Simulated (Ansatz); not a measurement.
Molecule: sum formula ZnOH, charge 0, multiplicity 2. The spin state was set by rule; other spins were not relaxed. 
Geometry from a B3LYP-D3(BJ)/def2-TZVP (Ansatz, a program for electronic structure) optimisation:
```
O
H 1 0.9650
Zn 1 1.8444 2 112.91
```
Charge 0, spin multiplicity 2.

Dipole moments at this geometry, in debye (magnitudes).

```
level               program  dipole (D)
------------------  -------  ----------
SVWN5/def2-TZVPD     Ansatz        1.84
PBE/def2-TZVPD       Ansatz        1.80
BLYP/def2-TZVPD      Ansatz        1.81
revPBE/def2-TZVPD    Ansatz         [?]
wB97M-V/def2-TZVPD   Ansatz        2.13
CCSD(T)/def2-SVPD    Ansatz         [?]
```

Q: What belongs in the gaps?

A: 
- revPBE/def2-TZVPD, dipole (D): 1.79
- CCSD(T)/def2-SVPD, dipole (D): 2.29
